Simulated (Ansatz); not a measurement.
`C=CC(C)(C)C` + `C[O][SnH]([F])[O]C` → `C[O][Sn]([F])([O]C)[C](C)(C)C` + `C=C`  (formal exchange of groups at a C–C bond)

Program: Ansatz. Geometries: PBE0-D4/def2-TZVP. ΔE: electronic, gas phase. CBS: MP2 limit from def2 TZ/QZ plus the TZ coupled-cluster correction, frozen cores. This one scheme is used for every species. DFT in def2-TZVPP. B3LYP here is the variant with VWN-RPA as its local correlation; programs differ in this. Elements past krypton have def2 core potentials. For Sn outer-core shells are correlated without core-valence functions, which leaves a few kJ/mol of doubt a bond. Each species was taken in one conformer, which may not be the lowest.

**Question.** Is it downhill or uphill in electronic energy at CCSD(T)/CBS, and by how much? (Best estimate.)

**Answer.** The calculation gave: Downhill: ΔE = -23.2 kJ/mol.

**Question.** What do these levels give: PBE0-D4, ωB97X-V, ωB97M-V, PBE, r2SCAN, PBE0, B3LYP, HF/def2-TZVPP, HF/def2-QZVPP, SCS-MP2/def2-QZVPP, HF/CBS(def2), CCSD/CBS(def2)? (Best estimate.)

**Answer.** The calculation gave: PBE0-D4 -15.9, ωB97X-V -13.0, ωB97M-V -14.6, PBE -17.8, r2SCAN -15.0, PBE0 -11.6, B3LYP -15.9, HF/def2-TZVPP -1.5, HF/def2-QZVPP -0.6, SCS-MP2/def2-QZVPP -20.2, HF/CBS(def2) -0.4, CCSD/CBS(def2) -20.3 kJ/mol.

Largest T1 diagnostic among the species: 0.014.

The D4 term adds −6.1 kJ/mol with B3LYP and −4.3 kJ/mol with PBE0; it sums over pairs of atoms, weighted by their polarisabilities, and B3LYP, whose exchange is more repulsive, gets the larger term. From PBE to PBE0 (25 % exact exchange), in def2-TZVPP and without D4, ΔE moves by +6.2 kJ/mol.
